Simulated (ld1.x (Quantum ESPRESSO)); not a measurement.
# Te TM: all-electron and pseudo phase curves

ld1.x (Quantum ESPRESSO) 7.5 input, shortened:

```
&input
   title='Te', zed=52., rel=1, dft='PBESOL', iswitch=3,
   config='[Kr] 4d10 5s2 5p3.5 5d-2'
 /
 &inputp
   pseudotype=2, tm=.true., lloc=-2, rcloc=1.40,
   nlcc=.true., rcore=1.05
 /
3
5S  1  0   2.00   0.00  1.85  1.85  0.0
5P  2  1   3.50   0.00  2.35  2.35  0.0
5D  3  2  -2.00   0.05  2.00  2.00  0.0
 &test
   configts(1)='5s2 5p3.5'
 /
```

The phase is arctan(r·u′/u) with u = r·R(r), unwrapped; energies in Ry, scanned from -3 to 5 Ry. A pole is an energy at which the radial function vanishes at the test radius. The pseudo phase is shifted by a multiple of π to meet the all-electron one at the reference energy, and phase errors are pseudo minus all-electron; the curves can meet again beyond the range given. Levels narrower than the energy grid can be missing from the lists of poles.

A narrow feature of the pseudo curve, probably an extra level, lies near -1.18 Ry in the s channel; the grid steps over it, so the window and error are not given (n/a).

```csv
channel,radius (bohr),reference energy (Ry),"poles, all-electron","poles, pseudo",unbroken range about the reference energy with phases within 0.05 rad,phase error 1 Ry above the reference energy (rad)
s,2.54,-1.41,-0.27,-0.19,n/a,n/a
p,2.54,-0.71,1.09,"0.92, 3.61",below 1.5,-0.010
d,2.54,0.05,3.47,1.91,below 0.5,-0.174
```

Note: ghost state, extra bound levels that the all-electron valence spectrum of the same l lacks: s at -15.5 eV. A true bound ghost makes a file unfit for plane-wave use.

Phases in the p channel:

| E (Ry) | all-electron | pseudo |
| --- | --- | --- |
| -3.00 | 1.265 | 1.262 |
| -2.76 | 1.240 | 1.238 |
| -2.52 | 1.209 | 1.206 |
| -2.28 | 1.169 | 1.165 |
| -2.04 | 1.113 | 1.110 |
| -1.80 | 1.034 | 1.030 |
| -1.56 | 0.910 | 0.905 |
| -1.32 | 0.700 | 0.694 |
| -1.08 | 0.316 | 0.312 |
| -0.84 | -0.276 | -0.276 |
| -0.60 | -0.798 | -0.799 |
| -0.36 | -1.101 | -1.103 |
| -0.12 | -1.270 | -1.275 |
| 0.12 | -1.374 | -1.382 |
| 0.36 | -1.445 | -1.456 |
| 0.60 | -1.496 | -1.512 |
| 0.84 | -1.536 | -1.557 |
| 1.08 | -1.569 | -1.598 |
| 1.32 | -1.597 | -1.637 |
| 1.56 | -1.623 | -1.681 |
| 1.80 | -1.646 | -1.736 |
| 2.04 | -1.669 | -1.822 |
| 2.28 | -1.692 | -2.019 |
| 2.52 | -1.716 | -2.922 |
| 2.76 | -1.741 | -4.258 |
| 3.00 | -1.769 | -4.532 |
| 3.24 | -1.802 | -4.633 |
| 3.48 | -1.841 | -4.689 |
| 3.72 | -1.891 | -4.729 |
| 3.96 | -1.956 | -4.760 |
| 4.20 | -2.047 | -4.788 |
| 4.44 | -2.183 | -4.814 |
| 4.68 | -2.401 | -4.841 |
| 4.92 | -2.760 | -4.869 |
